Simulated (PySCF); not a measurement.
[V(SH)6]2- holds V(IV), d1, at total charge -2. The structure is a model geometry with rigid ligands and bond lengths from ionic radii, not a minimum; coordination octahedral, point group S6, metal–donor distances 2.32 Å.

The d shell alone is too small an active space for [V(SH)6]2- (an active orbital has only 0.63 squared overlap with the free ion's shell): its levels, fitted parameters, g values and moments show what this model gives and aren't sound predictions.

Method (PySCF 2.14, density fitting): CASSCF(1,5) with orbitals averaged over all microstates of the shell, strongly contracted NEVPT2 on the averaged canonical orbitals; basis x2c-TZVPall on the metal, x2c-SVPall elsewhere; spin-free X2C; IEF-PCM water; spin-orbit coupling by state interaction with the mean-field operator over all roots.

CASSCF energies above the lowest CASSCF root:

| state | CASSCF / cm⁻¹ |
| --- | --- |
| 2Eg (from 2T2g) | 0 |
| 2Ag (from 2T2g) | 226 |
| 2Eg | 22256 |

**Question.** How does dynamic correlation (SC-NEVPT2) move these states?

**Answer.** 
```csv
state,NEVPT2 / cm⁻¹,shift / cm⁻¹
2Eg (from 2T2g),0,0
2Ag (from 2T2g),194,-32
2Eg,26112,+3856
```

In the ligand-field fit 10Dq goes from 22181 to 26048 cm⁻¹. The symmetry is lower than cubic, so 10Dq is the difference of the means of the two sets.

The geometry is a model, and the complex may not exist in this form. Charge-transfer states lie outside this active space and may come lower than some of these levels. The ground state is orbitally degenerate in this regular structure, which would distort (Jahn–Teller). 2Ag (from 2T2g) (194 cm⁻¹) lies within 300 cm⁻¹ of 2Eg (from 2T2g) at NEVPT2 level, inside the method's error: they are parts of one split term, whose order is undecided. NEVPT2 lifts 2Eg from 22256 to 26112 cm⁻¹; on the d shell alone it tends to overshoot states that fill the eg-type orbitals. NEVPT2 on the d shell alone tends to put d–d bands too high for such charged or covalently bound ions.
